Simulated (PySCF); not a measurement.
WCl₆: from structure and modes to constants

Method: PBE0/[W def2-SVP with ECP60, Cl def2-SVP], scalar-relativistic core potentials, density fitting, no spin–orbit coupling, PySCF.

The singlet minimum has Oh symmetry. Masses (u): W 183.95093, Cl 34.96885.

```xyz
7
charge 0 multiplicity 1, angstrom
W     0.0000    0.0000    0.0000
Cl    0.0000    0.0000    2.2991
Cl    1.6257    1.6257    0.0000
Cl   -1.6257    1.6257    0.0000
Cl    1.6257   -1.6257    0.0000
Cl    0.0000    0.0000   -2.2991
Cl   -1.6257   -1.6257    0.0000
```

Harmonic wavenumbers (cm⁻¹): 84.1 (t2u, ×3), 165.8 (t1u, ×3), 201.7 (t2g, ×3), 338.8 (eg, ×2), 379.3 (t1u, ×3), 413.4 (a1g, ×1).

(1) Find the principal moments of inertia and the rotational constants. What kind of rotor is it?

(2) What is the harmonic zero-point energy?

(3) Find the vibrational entropy and heat capacity at 298.15 K.

Results:

(1) About the centre of mass I = 739.35, 739.35, 739.35 u Å². With B = 16.8576/I this gives 0.0228, 0.0228, 0.0228 cm⁻¹. The molecule is a spherical top.

(2) Half the sum of all 15 wavenumbers, 3583/2 = 1792 cm⁻¹, which is 21.4 kJ/mol (1 cm⁻¹ = 0.0119627 kJ/mol).

(3) With u = 1.43878 ω/T, each mode gives S = R[u/(eᵘ−1) − ln(1−e⁻ᵘ)] and C = R u² eᵘ/(eᵘ−1)².
| ω (cm⁻¹) | u | S (J/(mol K)) | C (J/(mol K)) |
| --- | --- | --- | --- |
| 84.1 (×3) | 0.406 | 15.87 | 8.20 |
| 165.8 (×3) | 0.800 | 10.39 | 7.88 |
| 201.7 (×3) | 0.973 | 8.86 | 7.69 |
| 338.8 (×2) | 1.635 | 5.10 | 6.69 |
| 379.3 (×3) | 1.830 | 4.36 | 6.34 |
| 413.4 | 1.995 | 3.83 | 6.03 |
The sums over all modes are S = 132.5 and C = 109.7 J/(mol K); the softest mode gives 12 % of the entropy (each member, where degenerate).

Stability towards spin polarisation was not tested. Other isomers or separated fragments may lie lower. With an element this heavy the missing spin–orbit coupling can shift these numbers.
